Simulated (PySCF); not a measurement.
C2H5O2, charge +1, singlet, at a GFN2-xTB geometry. Base run: PBE/6-31G in PySCF.

Geometry (Å):
```xyz
9

C     -1.0304    -0.2047    -0.0211
O     -0.7331    -1.2968    -0.2487
O      0.0406     0.8354     0.0735
H     -1.9876     0.3056     0.1044
C      1.4255     0.3770     0.0829
H      2.0541     1.2242    -0.1860
H      1.7029    -0.0191     1.0597
H      1.5216    -0.4043    -0.6713
H     -0.1214     1.5513     0.7246
```
Charge +1, spin multiplicity 1.
All else is at PySCF's defaults.

Each row names what was changed in the base input (with any setting that the change needs).

```csv
change,E (Eh),HOMO (eV),HOMO-LUMO gap (eV)
base,-228.99834,-14.10,5.79
functional = hse06,(withheld),(withheld),(withheld)
functional = x3lyp,-229.16088,-15.55,8.29
functional = lc_wpbe,(withheld),(withheld),(withheld)
functional = pbe; dispersion = d3zero,-229.00055,-14.10,5.79
"functional = lda,vwn",-227.44349,-14.22,5.71
functional = pbe0; dispersion = d3zero,-228.99710,-15.78,8.66
functional = pbe0; dispersion = d4,-228.99763,-15.78,8.66
functional = m062x,-229.14913,-17.39,11.50
functional = hf,-227.94720,-19.96,17.47
functional = o3lyp,(withheld),(withheld),(withheld)
functional = camb3lyp,-229.15385,-17.19,11.40
functional = tpssh,(withheld),(withheld),(withheld)
```

What belongs in the gaps?


- functional = hse06, E (Eh): -229.01518
- functional = hse06, HOMO (eV): -15.37
- functional = hse06, HOMO-LUMO gap (eV): 7.85
- functional = lc_wpbe, E (Eh): -229.10764
- functional = lc_wpbe, HOMO (eV): -18.53
- functional = lc_wpbe, HOMO-LUMO gap (eV): 14.04
- functional = o3lyp, E (Eh): -229.17932
- functional = o3lyp, HOMO (eV): -14.87
- functional = o3lyp, HOMO-LUMO gap (eV): 7.18
- functional = tpssh, E (Eh): -229.26303
- functional = tpssh, HOMO (eV): -14.88
- functional = tpssh, HOMO-LUMO gap (eV): 7.17

Total energies compare only within one method and basis.
